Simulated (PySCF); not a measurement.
C$_{3}$H$_{7}$O (SMILES [CH2]OCC), doublet, at a GFN2-xTB geometry; B3LYP/3-21G run with PySCF.

The PySCF input:
```python
from pyscf import gto, scf, dft

mol = gto.Mole()
mol.atom = '''
    C     1.476361    0.466901    0.436562
    O     0.679123    0.162342   -0.623213
    C    -0.432809   -0.654260   -0.344227
    C    -1.535893    0.105149    0.390271
    H     2.335845    1.048988    0.169802
    H     1.504872   -0.204834    1.278488
    H    -0.120268   -1.523880    0.251816
    H    -0.793488   -1.000427   -1.316698
    H    -1.861638    0.954622   -0.204428
    H    -1.161662    0.471863    1.343366
    H    -2.382598   -0.551801    0.567726
'''
mol.basis = '3-21g'
mol.charge = 0
mol.spin = 1
mol.verbose = 4
mol.build()

mf = dft.UKS(mol)
mf.xc = 'b3lyp'
mf.conv_tol = 1e-7
mf.kernel()
mf.analyze()
```

It wrote (shortened):

```
PySCF version 2.14.0

[INPUT] verbose = 4
[INPUT] num. atoms = 11
[INPUT] num. electrons = 33
[INPUT] charge = 0
[INPUT] spin (= nelec alpha-beta = 2S) = 1
[INPUT] symmetry False subgroup None
[INPUT] Mole.unit = angstrom
[INPUT] Symbol           X                Y                Z      unit          X                Y                Z       unit  Magmom
[INPUT]  1 C      1.476361000000   0.466901000000   0.436562000000 AA    2.789917950989   0.882315017286   0.824982616392 Bohr   0.0
[INPUT]  2 O      0.679123000000   0.162342000000  -0.623213000000 AA    1.283356474893   0.306781918514  -1.177701887269 Bohr   0.0
[INPUT]  3 C     -0.432809000000  -0.654260000000  -0.344227000000 AA   -0.817890474247  -1.236372214258  -0.650494754681 Bohr   0.0
[INPUT]  4 C     -1.535893000000   0.105149000000   0.390271000000 AA   -2.902417126637   0.198702812272   0.737505304360 Bohr   0.0
[INPUT]  5 H      2.335845000000   1.048988000000   0.169802000000 AA    4.414107319435   1.982300027955   0.320879275403 Bohr   0.0
[INPUT]  6 H      1.504872000000  -0.204834000000   1.278488000000 AA    2.843795932526  -0.387080160999   2.415992173543 Bohr   0.0
[INPUT]  7 H     -0.120268000000  -1.523880000000   0.251816000000 AA   -0.227273581549  -2.879715846702   0.475863273783 Bohr   0.0
[INPUT]  8 H     -0.793488000000  -1.000427000000  -1.316698000000 AA   -1.499475003129  -1.890533037620  -2.488198608763 Bohr   0.0
[INPUT]  9 H     -1.861638000000   0.954622000000  -0.204428000000 AA   -3.517985963083   1.803974132485  -0.386312932193 Bohr   0.0
[INPUT] 10 H     -1.161662000000   0.471863000000   1.343366000000 AA   -2.195223029314   0.891691838316   2.538593825052 Bohr   0.0
[INPUT] 11 H     -2.382598000000  -0.551801000000   0.567726000000 AA   -4.502457684936  -1.042752765261   1.072846653795 Bohr   0.0

nuclear repulsion = 127.711359689
number of shells = 34
number of NR pGTOs = 81
number of NR cGTOs = 50
basis = 3-21g
ecp = {}

******** <class 'pyscf.dft.uks.UKS'> ********
method = UKS
initial guess = minao
damping factor = 0
level_shift factor = 0
DIIS = <class 'pyscf.scf.diis.CDIIS'>
diis_start_cycle = 1
diis_space = 8
diis_damp = 0
SCF conv_tol = 1e-07
SCF conv_tol_grad = None
SCF max_cycles = 50
direct_scf = True
direct_scf_tol = 1e-13
number electrons alpha = 17  beta = 16
XC library pyscf.dft.libxc version 7.1.2
    S. Lehtola, C. Steigemann, M. J. T. Oliveira, and M. A. L. Marques,  SoftwareX 7, 1–5 (2018)
XC functionals = b3lyp
    P. J. Stephens, F. J. Devlin, C. F. Chabalowski, and M. J. Frisch,  J. Phys. Chem. 98, 11623 (1994)
radial grids:
    Treutler-Ahlrichs [JCP 102, 346 (1995); DOI:10.1063/1.469408] (M4) radial grids

becke partition: Becke, JCP 88, 2547 (1988); DOI:10.1063/1.454033
pruning grids: <function nwchem_prune>
grids dens level: 3
symmetrized grids: False
atomic radii adjust function: <function treutler_atomic_radii_adjust>
small_rho_cutoff = 0
Set gradient conv threshold to 0.000316228
tot grids = 125096
init E= -192.802832950763

cycle= 1 E= -192.57413645225  delta_E= 0.229  |g|= 0.328  |ddm|= 2.08
cycle= 2 E= -192.522584518293  delta_E= 0.0516  |g|= 0.502  |ddm|= 0.769
cycle= 3 E= -192.616581704457  delta_E= -0.094  |g|= 0.0612  |ddm|= 0.475
cycle= 4 E= -192.618114515757  delta_E= -0.00153  |g|= 0.0159  |ddm|= 0.0616
cycle= 5 E= -192.618247048169  delta_E= -0.000133  |g|= 0.00288  |ddm|= 0.0173
cycle= 6 E= -192.618251906256  delta_E= -4.86e-06  |g|= 0.00147  |ddm|= 0.00461
cycle= 7 E= -192.618253405578  delta_E= -1.5e-06  |g|= 0.000276  |ddm|= 0.00222
cycle= 8 E= -192.618253478571  delta_E= -7.3e-08  |g|= 3.74e-05  |ddm|= 0.00063
Extra cycle  E= -192.618253479623  delta_E= -1.05e-09  |g|= 2.6e-05  |ddm|= 8.66e-05
converged SCF energy = -192.618253479623  <S^2> = 0.75254815  2S+1 = 2.0025465
**** SCF Summaries ****
Total Energy =                        -192.618253479622524
Nuclear Repulsion Energy =             127.711359688999508
One-electron Energy =                 -512.957474642654347
Two-electron Energy =                  192.627861474032301
Two-electron Coulomb Energy =          220.033731956874192
DFT Exchange-Correlation Energy =      -27.405870482841902
**** MO energy ****
                             alpha | beta                alpha | beta
MO #1   energy= -19.066362177581   | -19.0605236127962  occ= 1 | 1
MO #2   energy= -10.1757388060012  | -10.1759142712337  occ= 1 | 1
MO #3   energy= -10.1498497578342  | -10.1376769433782  occ= 1 | 1
MO #4   energy= -10.1121142111806  | -10.1118429620468  occ= 1 | 1
MO #5   energy= -1.07088589336449  | -1.05752503112944  occ= 1 | 1
MO #6   energy= -0.768896326475282 | -0.765148204287556 occ= 1 | 1
MO #7   energy= -0.679053946604419 | -0.664959770713627 occ= 1 | 1
MO #8   energy= -0.597499319082011 | -0.584942990252917 occ= 1 | 1
MO #9   energy= -0.498270796202681 | -0.493641611317738 occ= 1 | 1
MO #10  energy= -0.493168090207373 | -0.485680299179544 occ= 1 | 1
MO #11  energy= -0.449174909827268 | -0.435454728187212 occ= 1 | 1
MO #12  energy= -0.419108785967204 | -0.413975413987958 occ= 1 | 1
MO #13  energy= -0.389726289214399 | -0.386965791711202 occ= 1 | 1
MO #14  energy= -0.363555797010986 | -0.36117531751548  occ= 1 | 1
MO #15  energy= -0.334812776985448 | -0.308654716831202 occ= 1 | 1
MO #16  energy= -0.308220771758777 | -0.293191018132722 occ= 1 | 1
MO #17  energy= -0.155701057833394 | -0.0102169346110128 occ= 1 | 0
MO #18  energy= 0.119594157918451  | 0.122569050300901  occ= 0 | 0
MO #19  energy= 0.150706185014066  | 0.156160831062286  occ= 0 | 0
MO #20  energy= 0.159588200827777  | 0.161939719171892  occ= 0 | 0
MO #21  energy= 0.167311203113585  | 0.172794769550115  occ= 0 | 0
MO #22  energy= 0.189410615435561  | 0.192653379844852  occ= 0 | 0
MO #23  energy= 0.197593041208508  | 0.20084687046581   occ= 0 | 0
MO #24  energy= 0.212489425790217  | 0.21617616359375   occ= 0 | 0
MO #25  energy= 0.217886121157368  | 0.226260741374895  occ= 0 | 0

To work with the spin densities directly, `use mulliken_meta_spin()` only printing them here.

 ** Mulliken spin pop alpha/beta on meta-lowdin orthogonal AOs **
 ** Mulliken Spin Density (per AO)  **
spin_pop of  0 C 1s       -0.00001
spin_pop of  0 C 2s        0.05868
spin_pop of  0 C 3s        0.00075
spin_pop of  0 C 2px       0.24956
spin_pop of  0 C 2py       0.39480
spin_pop of  0 C 2pz       0.13056
spin_pop of  0 C 3px       0.00097
spin_pop of  0 C 3py       0.00134
spin_pop of  0 C 3pz       0.00075
spin_pop of  1 O 1s       -0.00000
spin_pop of  1 O 2s        0.00540
spin_pop of  1 O 3s        0.00006
spin_pop of  1 O 2px       0.05429
spin_pop of  1 O 2py       0.11490
spin_pop of  1 O 2pz       0.01656
spin_pop of  1 O 3px       0.00031
spin_pop of  1 O 3py       0.00030
spin_pop of  1 O 3pz       0.00005
spin_pop of  2 C 1s        0.00000
spin_pop of  2 C 2s       -0.00127
spin_pop of  2 C 3s        0.00003
spin_pop of  2 C 2px      -0.00453
spin_pop of  2 C 2py      -0.00263
spin_pop of  2 C 2pz      -0.00021
spin_pop of  2 C 3px       0.00067
spin_pop of  2 C 3py       0.00034
spin_pop of  2 C 3pz      -0.00009
spin_pop of  3 C 1s       -0.00000
spin_pop of  3 C 2s        0.00065
spin_pop of  3 C 3s        0.00000
spin_pop of  3 C 2px       0.00310
spin_pop of  3 C 2py       0.00357
spin_pop of  3 C 2pz       0.00849
spin_pop of  3 C 3px      -0.00008
spin_pop of  3 C 3py       0.00007
spin_pop of  3 C 3pz       0.00012
spin_pop of  4 H 1s       -0.02313
spin_pop of  4 H 2s        0.00039
spin_pop of  5 H 1s       -0.01915
spin_pop of  5 H 2s        0.00031
spin_pop of  6 H 1s        0.00648
spin_pop of  6 H 2s        0.00018
spin_pop of  7 H 1s        0.00023
spin_pop of  7 H 2s        0.00003
spin_pop of  8 H 1s       -0.00060
spin_pop of  8 H 2s        0.00002
spin_pop of  9 H 1s       -0.00147
spin_pop of  9 H 2s        0.00025
spin_pop of  10 H 1s       -0.00107
spin_pop of  10 H 2s        0.00003
 ** Mulliken Spin Density (per atom)  **
spin density of  0 C =      0.83739
spin density of  1 O =      0.19188
spin density of  2 C =     -0.00768
spin density of  3 C =      0.01593
spin density of  4 H =     -0.02275
spin density of  5 H =     -0.01884
spin density of  6 H =      0.00666
spin density of  7 H =      0.00026
spin density of  8 H =     -0.00058
spin density of  9 H =     -0.00122
spin density of  10 H =     -0.00104
 ** Mulliken pop alpha/beta on meta-lowdin orthogonal AOs **
 ** Mulliken pop       alpha | beta **
In total            17.00000 | 16.00000
 ** Mulliken atomic charges   ( Nelec_alpha | Nelec_beta ) **
charge of  0C =     -0.14178  (     3.48959      2.65220 )
charge of  1O =     -0.28448  (     4.23818      4.04630 )
charge of  2C =      0.03151  (     2.98040      2.98808 )
charge of  3C =     -0.29831  (     3.15712      3.14119 )
charge of  4H =      0.10762  (     0.43482      0.45756 )
charge of  5H =      0.08547  (     0.44784      0.46669 )
charge of  6H =      0.08295  (     0.46185      0.45520 )
charge of  7H =      0.10700  (     0.44663      0.44637 )
charge of  8H =      0.10519  (     0.44711      0.44770 )
charge of  9H =      0.10436  (     0.44721      0.44843 )
charge of  10H =      0.10047  (     0.44924      0.45028 )
Dipole moment(X, Y, Z, Debye): -0.75560, -0.98677,  0.69592
```
